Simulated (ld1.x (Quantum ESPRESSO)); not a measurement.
## Logarithmic derivatives: S, ultrasoft

sulfur, ultrasoft, made with ld1.x (Quantum ESPRESSO) 7.5 (PBE, scalar-relativistic). Core [Ne], reference 3s2 3p4. Waves: 3s (bound): rcut 1.15, rcutus 1.35 bohr; 3s channel at 2.45 Ry: rcut 1.15, rcutus 1.35 bohr; 3p (bound): rcut 1.15, rcutus 1.35 bohr; 3p channel at 3.75 Ry: rcut 1.15, rcutus 1.35 bohr. Local part: all-electron potential smoothed inside 1.05 bohr (lloc = -2). Core correction: none. Augmentation charge: built from norm-conserving waves at rcut, not smoothed further.

The phase is arctan(r·u′/u) with u = r·R(r), unwrapped; energies in Ry, scanned from -3 to 5 Ry. A pole is an energy at which the radial function vanishes at the test radius. The pseudo phase is shifted by a multiple of π to meet the all-electron one at the reference energy, and phase errors are pseudo minus all-electron; the curves can meet again beyond the range given. Levels narrower than the energy grid can be missing from the lists of poles.

```tsv
channel	radius (bohr)	reference energy (Ry)	poles, all-electron	poles, pseudo	unbroken range about the reference energy with phases within 0.05 rad	phase error 1 Ry above the reference energy (rad)
s	1.50	-1.27	4.55	4.58	the whole range	-0.000
p	1.50	-0.52	none	none	the whole range	-0.001
```

Phases in the s channel:

```tsv
E (Ry)	all-electron	pseudo
-3.00	0.823	0.822
-2.52	0.654	0.653
-2.04	0.399	0.398
-1.56	0.038	0.038
-1.08	-0.375	-0.375
-0.60	-0.726	-0.726
-0.12	-0.971	-0.971
0.36	-1.134	-1.135
0.84	-1.246	-1.246
1.32	-1.327	-1.327
1.80	-1.387	-1.387
2.28	-1.434	-1.434
2.76	-1.472	-1.472
3.24	-1.504	-1.504
3.72	-1.531	-1.530
4.20	-1.555	-1.554
4.68	-1.576	-1.575
```
